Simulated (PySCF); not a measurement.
Species: C5H5O3 (charge -1).
Numbering: `[CH3:1][C:2](=[O:3])/[CH:4]=[CH:5]\[C:6](=[O:7])[O-:8]` (hydrogens: H9, H10, H11 on C1; H12 on C4; H13 on C5)

Vertical excitations from PySCF (density fitting, frozen core in the response, grid level 2 and gas phase unless stated; continuum runs use non-equilibrium linear response for the excitations) on a GFN2-xTB geometry. Reference run:

| settings | S1, eV (f) | S2, eV (f) | S3, eV (f) | S4, eV (f) | S5, eV (f) | S6, eV (f) | T1, eV (Tamm–Dancoff) | mean α (au) |
| --- | --- | --- | --- | --- | --- | --- | --- | --- |
| PBE0/def2-SVPD, full TDDFT, 6 singlets | 3.69 (0.002) | 4.08 (0.027) | 4.10 (0.101) | 4.27 (0.001) | 5.66 (0.000) | 5.72 (0.001) | 3.14 | 81.6 |

Q: What do these settings give: OLYP/ANO-RCC-VDZP, IEF-PCM methanol, grid level 1, TDA, 1 singlet?

A: 
```json
{"settings": "OLYP/ANO-RCC-VDZP, IEF-PCM methanol, grid level 1, TDA, 1 singlet", "S1, eV (f)": "3.34 (0.004)", "S2, eV (f)": "–", "S3, eV (f)": "–", "S4, eV (f)": "–", "S5, eV (f)": "–", "S6, eV (f)": "–", "T1, eV (Tamm–Dancoff)": "2.90", "mean α (au)": "97.5"}
```

S1 moves by -0.35 eV; functional, basis, environment and response scheme change together, so the shift can't be laid on one. States are counted by energy in each run and needn't keep their character from row to row.

ANO-RCC sets were contracted for a scalar-relativistic Hamiltonian, but ran non-relativistically here.

Q: Give the leading configurations of S1 (H = HOMO, L = LUMO) and the HOMO–LUMO gap of each run.

A: 
| settings | S1 configurations (weight) | S1 (eV) | orbital gap (eV) | S1 − gap (eV) |
| --- | --- | --- | --- | --- |
| PBE0/def2-SVPD, full TDDFT, 6 singlets | H−1→L 0.78, H→L 0.14 | 3.69 | 4.89 | -1.20 |
| OLYP/ANO-RCC-VDZP, IEF-PCM methanol, grid level 1, TDA, 1 singlet | H→L 0.58, H−1→L 0.40 | 3.34 | 3.10 | +0.24 |

The species at its GFN2-xTB geometry (one conformer only).

Shape of the structure used: `[CH3:1][C:2](=[O:3])/[CH:4]=[CH:5]\[C:6](=[O:7])[O-:8]`: C1–C2–C4–C5 -3°, C4–C5–C6–O7 91°.
